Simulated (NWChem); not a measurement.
**H2Ge in NWChem**

```xyz
3

Ge     0.0000     0.0000     0.0664
H     -1.1425     0.0000    -1.0616
H      1.1425     0.0000    -1.0616
```
Charge 0, spin multiplicity 1.

The numbers come from NWChem runs, not from measurements. All single points use one geometry, from B3LYP/def2-SVP, a minimum by its harmonic frequencies.

Symmetry labels belong to the abelian group C2v used in the runs, with the axes of the coordinates shown.

The Hamiltonian is non-relativistic. B3LYP has NWChem's definition, with VWN1-RPA local correlation. The structure started from a generated list of species.

Problem. List the lowest 6 singlet excitations that TD-B3LYP/def2-SVPD, VWN1-RPA local correlation gives, with oscillator strengths.

Solution. 
```json
[
 {"state": "1", "symmetry": "b2", "energy (eV)": "2.43", "wavelength (nm)": "511", "f": "0.009"},
 {"state": "2", "symmetry": "a2", "energy (eV)": "3.98", "wavelength (nm)": "311", "f": "0.000"},
 {"state": "3", "symmetry": "a1", "energy (eV)": "6.12", "wavelength (nm)": "203", "f": "0.195"},
 {"state": "4", "symmetry": "b1", "energy (eV)": "6.93", "wavelength (nm)": "179", "f": "0.162"},
 {"state": "5", "symmetry": "a1", "energy (eV)": "7.66", "wavelength (nm)": "162", "f": "0.000"},
 {"state": "6", "symmetry": "b1", "energy (eV)": "8.05", "wavelength (nm)": "154", "f": "0.342"}
]
```
